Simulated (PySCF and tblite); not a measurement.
The numbers below are computed, except where a source is named.
2 E/Z isomers of C₅H₆O₃, numbered alike:

```csv
isomer,SMILES,descriptors
A,[CH3:1][C:2](=[O:3])[O:4]/[CH:5]=[CH:6]/[CH:7]=[O:8],5=6 E
B,[CH3:1][C:2](=[O:3])[O:4]/[CH:5]=[CH:6]\[CH:7]=[O:8],5=6 Z
```

Each isomer is a Boltzmann average at 298.15 K over at most 6 conformers: GFN2-xTB geometries, energies CAM-B3LYP/pcSseg-1 (IEF-PCM, methanol) (D3(BJ) added where defined), GIAO shieldings CAM-B3LYP/pcSseg-1 (IEF-PCM, methanol), GFN2-xTB thermal terms. Programs: PySCF with density fitting and tblite.

**Question.** What shifts does each isomer give (ppm)?

**Answer.** 
A: ¹H (against TMS): 9.70 (H7, 1H), 8.71 (H5, 1H), 6.12 (H6, 1H), 2.51 (H1, 3H). ¹³C (against TMS): 205.6 (C7), 181.8 (C2), 171.4 (C5), 124.0 (C6), 24.8 (C1).

B: ¹H (against TMS): 10.36 (H7, 1H), 8.68 (H5, 1H), 5.68 (H6, 1H), 2.55 (H1, 3H). ¹³C (against TMS): 202.3 (C7), 181.0 (C2), 164.1 (C5), 120.8 (C6), 24.7 (C1).

**Question.** Which carbons tell the isomers apart best?

**Answer.** C5: 171.4 in A, 164.1 in B; C7: 205.6 in A, 202.3 in B; C6: 124.0 in A, 120.8 in B ppm.

Shifts are unscaled: against experiment ¹³C can be off by 15 ppm or more and ¹H by 0.8 ppm.
